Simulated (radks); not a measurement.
The numbers below are computed, except where a source is named.
Spherical quantum dot in the effective-mass picture: electrons in a parabolic well V = omega^2 r^2 / 2 with omega = 4.85, with a point charge +1 (a donor) at the centre, all in effective atomic units (hartree* = m*/eps^2 hartree, bohr* = eps/m* bohr), one dielectric constant everywhere. Level of theory: non-relativistic Kohn-Sham, exchange-only LDA, spin-polarised, spherical densities (a radial shooting solver with Libxc functionals). Levels are named by radial order and angular momentum (1s, 1p, 1d, 2s, ...), and open shells are averaged over m.

N = 22, configuration 1s2 1p6 1d10 2s2 1f(up 2, down 0). This is the lowest configuration that the search found. Occupied and some empty levels:

| level | occupation | eigenvalue (hartree*) | <r> (bohr*) |
|---|---|---|---|
| 1s up | 1 | 29.648 | 0.5864 |
| 1s down | 1 | 29.680 | 0.5840 |
| 1p up | 3 | 33.296 | 0.8068 |
| 1p down | 3 | 33.357 | 0.8047 |
| 2s up | 1 | 36.529 | 0.8506 |
| 2s down | 1 | 36.592 | 0.8510 |
| 1d up | 5 | 36.785 | 0.9520 |
| 1d down | 5 | 36.863 | 0.9508 |
| 1f up | 2 | 40.397 | 1.066 |
| 1f down | 0 | 40.484 | 1.066 |
| 2p up | 0 | 40.731 | 0.9719 |
| 2p down | 0 | 40.793 | 0.9726 |
| 1g up | 0 | 44.155 | 1.164 |
| 1g down | 0 | 44.244 | 1.164 |
| 2d up | 0 | 44.742 | 1.082 |
| 2d down | 0 | 44.804 | 1.083 |

Energy (hartree*): total 542.900, kinetic 126.03, external 192.84, Hartree 245.80, exchange-correlation -21.777.

Electron density:

| r (bohr*) | n(r) (e/bohr*^3) |
|---|---|
| 0.0838 | 8.407 |
| 0.224 | 5.940 |
| 0.364 | 4.407 |
| 0.504 | 3.873 |
| 0.644 | 3.801 |
| 0.784 | 3.530 |
| 0.923 | 2.792 |
| 1.06 | 1.797 |
| 1.20 | 0.9340 |
| 1.34 | 0.3848 |
| 1.48 | 0.1260 |
| 1.62 | 0.03277 |
| 1.76 | 0.006792 |
